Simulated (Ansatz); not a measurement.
`[OH][GeH2][SeH]` + H₂S → `[OH][GeH2][SH]` + H₂Se  (ligand exchange at a Ge–Se bond)

Program: Ansatz. Geometries: PBE0-D4/def2-TZVP. ΔE: electronic, gas phase. CBS: MP2 limit from def2 TZ/QZ plus the TZ coupled-cluster correction, frozen cores. This one scheme is used for every species. DFT in def2-TZVPP. For Ge, Se outer-core shells are correlated without core-valence functions, which leaves a few kJ/mol of doubt a bond. Scalar relativity is left out up to krypton. Each species was taken in one conformer, which may not be the lowest.

`[OH][GeH2][SeH]`:

Cartesian coordinates in Å:
```
O 1.554 0.430 -0.058
Ge 0.042 -0.272 0.556
Se -1.785 0.369 -0.780
H 1.466 1.366 -0.253
H 0.293 -1.781 0.517
H -0.290 0.263 1.959
H -1.279 -0.374 -1.941
```

H₂S:

```xyz
3

S     0.446    0.224   -0.367
H    -0.557   -0.647   -0.549
H     0.112    0.423    0.916
```

`[OH][GeH2][SH]`:

```xyz
7

O     0.559    0.241    1.471
Ge   -0.388   -0.425    0.123
S     0.357    0.345   -1.820
H     1.505    0.139    1.335
H    -0.229   -1.951    0.026
H    -1.817    0.035    0.421
H     0.014    1.616   -1.556
```

H₂Se:

Cartesian coordinates in Å:
```
Se 0.010 0.118 -0.674
H 0.498 0.845 0.503
H -0.508 -0.963 0.171
```

```tsv
species	BLYP-D4 energy (Eh)
`[OH][GeH2][SeH]`	-4556.35148
H₂S	-399.40067
`[OH][GeH2][SH]`	-2552.96355
H₂Se	-2402.78445
```

**Question.** Work out ΔE.

**Answer.** ΔE = (-2552.96355) + (-2402.78445) − (-4556.35148) − (-399.40067) = 0.00415 Eh = +0.11 eV. CCSD(T)/CBS gives +0.12 eV.

Largest T1 diagnostic among the species: 0.012.

Leaving LDA and LC-ωPBE aside and taking each functional with its dispersion term where it has one, the values, not all of them listed here, spread over 0.07 eV, from B97M-V to BHLYP-D4. At CCSD(T), def2-SVP lies −0.03 eV from the extrapolated value and def2-TZVPP −0.01 eV.
